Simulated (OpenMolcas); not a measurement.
**Rh3+ in a point-charge field**

Rh3+ among 4 point charges of -2 e arranged as a tetrahedron (Td), 2.12 Å from the ion.

```
Program             : OpenMolcas
Method              : SS-CASPT2, IPEA 0.25 Eh, imaginary shift 0.1 Eh (closed shells correlated: 4s 4p)
Basis               : ANO-RCC-VDZP [6s5p3d1f]
Scalar Hamiltonian  : DKH2, point nucleus
Active space        : 6 electrons in 5 orbitals (4d)
State averaging     : 2S+1 = 5 even, 5 roots; 2S+1 = 3 even, 45 roots; 2S+1 = 1 even, 50 roots
Spin-orbit coupling : state interaction with AMFI integrals over the reference wave functions
```

The lowest spin-free states (labels of Td), above the lowest:

| State | Degeneracy | E (cm-1) | Free-ion L (%) |
| --- | --- | --- | --- |
| 5E | 2 | 0 | D (100) |
| 5T2 | 3 | 2630 | D (100) |
| 3T1 | 3 | 17470 | H (80) |
| 3E | 2 | 18310 | H (98) |
| 3T1 | 3 | 18790 | H (56) |
| 3T2 | 3 | 19220 | H (81) |
| 3A2 | 1 | 19930 | F (100) |
| 3T1 | 3 | 20590 | H (49) |
| 3T2 | 3 | 21370 | F (74) |
| 3A1 | 1 | 21800 | G (100) |
| 3T1 | 3 | 22960 | G (63) |
| 3E | 2 | 23020 | G (96) |
| 3T1 | 3 | 23520 | P (37) |
| 3T2 | 3 | 24910 | G (92) |
| 1E | 2 | 26430 | I (92) |
| 1T2 | 3 | 26690 | I (77) |
| 1A2 | 1 | 27430 | I (100) |
| 1T2 | 3 | 27460 | G (54) |
| 1A1 | 1 | 27840 | I (59) |
| 3E | 2 | 27880 | D (97) |

The lowest levels with spin-orbit coupling:

| E (cm-1) | Degeneracy | Label | 2S+1 |
| --- | --- | --- | --- |
| 0 | 1 | A1 | 5 |
| 120 | 3 | T1 | 5 |
| 220 | 2 | E | 5 |
| 500 | 3 | T2 | 5 |
| 970 | 1 | A2 | 5 |
| 2620 | 3 | T2 | 5 |
| 3370 | 3 | T1 | 5 |
| 3600 | 2 | E | 5 |
| 4270 | 3 | T2 | 5 |
| 4540 | 3 | T1 | 5 |
| 4750 | 1 | A1 | 5 |
| 17350 | 3 | T2 | 3 |
| 17560 | 2 | E | 3 |
| 17750 | 1 | A1 | 3 |
| 17850 | 3 | T1 | 3 |
| 18400 | 3 | T2 | 3 |
| 18670 | 3 | T2 | 3 |
| 18790 | 2 | E | 3 |
| 18860 | 3 | T1 | 3 |
| 19260 | 2 | E | 3 |

Electric-dipole absorption from the lowest level at this geometry, strongest bands:

```
E (cm-1)  λ (nm)  Label         f
    4270    2340     T2  1.28e-05
   17350     576     T2  5.54e-06
   18400     543     T2  2.28e-06
   28880     346     T2  1.12e-06
   30160     332     T2  1.08e-06
```

Powder χT (cm3 K/mol): 0.123 at 2 K, 0.613 at 10 K, 2.82 at 50 K, 3.95 at 100 K, 4.47 at 200 K, 4.61 at 300 K. The effective moment at 300 K is 2.828 √(χT) = 6.07 μB.

The lowest level has 2S+1 = 5, for which the spin-only value is χT = S(S+1) / 2 = 3.000 cm3 K/mol (g = 2). The computed 4.611 at 300 K differs by +1.611, through orbital momentum, spin-orbit coupling and any other state in reach.

Roots that are degenerate in the reference are averaged as groups; the widest CASPT2 spread within a group is 260 cm-1 (the 3-fold group of multiplicity 3 near 46900 cm-1 above the lowest state of its run). Shifts and gaps below about the spread of the groups concerned are not significant. An orbital doublet at a regular site is open to a Jahn-Teller distortion, which this geometry leaves out. Point charges give a weaker field than real ligands, and real ions of this kind are as a rule low spin; the high spin found here belongs to the model. The ground term spreads over less than 5000 cm-1, several times less than with real ligands, so orbital moments are less quenched and χT lies further from the spin-only value than at real sites. Free-ion shares, where given, are those of the reference states; single-state CASPT2 does not remix them. This is an electrostatic model: the charges have no orbitals. No measured value stands beside these numbers.
